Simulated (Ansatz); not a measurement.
Job for Ansatz (an electronic-structure program): R-wB97M-V/def2-TZVPP on AlH4NO2 (SMILES [NH2][Al]([OH])[OH]), a point of a torsion scan.

Ansatz 0.2 input:
```yaml
crystal:
  periodic: [false, false, false]
  atoms:
    - {symbol: N, position_ang: [1.55224335, -0.21260018, 0.03783777]}
    - {symbol: Al, position_ang: [-0.20845409, -0.43592410, -0.27217385]}
    - {symbol: O, position_ang: [-0.76746005, -1.52713010, -1.38876257]}
    - {symbol: O, position_ang: [-1.31613109, 0.47423227, 0.56274555]}
    - {symbol: H, position_ang: [1.92207124, 0.71460773, -0.12973000]}
    - {symbol: H, position_ang: [1.89617435, -0.49015803, 0.94815817]}
    - {symbol: H, position_ang: [-0.50765033, -2.17742037, -2.02432401]}
    - {symbol: H, position_ang: [-2.22990155, 0.67291765, 0.70809190]}
basis:
  gaussian:
    orbitals: def2-TZVPP
hamiltonian:
  xc: {name: wB97M-V}
scf: {lower_state_search: off}
```

The log:

```
WARN ansatz: RAYON_NUM_THREADS=1 ignored (pool sized by the plan → 1); use --threads N
Functional definition: wB97M-V
these checks for a lower state are left out or cut short: stability, starts, cluster_reference, orbital_swaps, neighbouring_geometries, increment
integrals: 0.12 GiB planned
965 factors; their error is unknown
integrals: 0.16 GiB planned
231 factors; integrals over basis functions are off by at most 8.0e-6 eV
mean field: 1.02 GiB planned
mean field evaluation 1: about -12239.1740 eV, gradient 8.4e1 eV
mean field evaluation 2: about -12237.7045 eV, gradient 9.0e1 eV
mean field evaluation 4: about -12250.7249 eV, gradient 2.8e0 eV
mean field evaluation 8: about -12250.7527 eV, gradient 3.3e-2 eV
mean field evaluation 16: about -12250.7527 eV, gradient 2.3e-5 eV
mean field -12250.75268795 eV, -450.2068574238 hartree, gradient 6.3e-6 eV, S^2 0.000000; 0 other end points of the search recorded, 0 dependent functions left out
reference -12250.75273935 eV, -450.2068593127 hartree; 20, 20 occupied and 171, 171 virtual orbitals, 965 factors
Total energy: -12250.75273935 eV, -450.2068593127 hartree
Checks for a lower state left out: stability, starts, cluster_reference, orbital_swaps, neighbouring_geometries, increment
```

The run converged.

Cost: roughly 7 core-seconds.
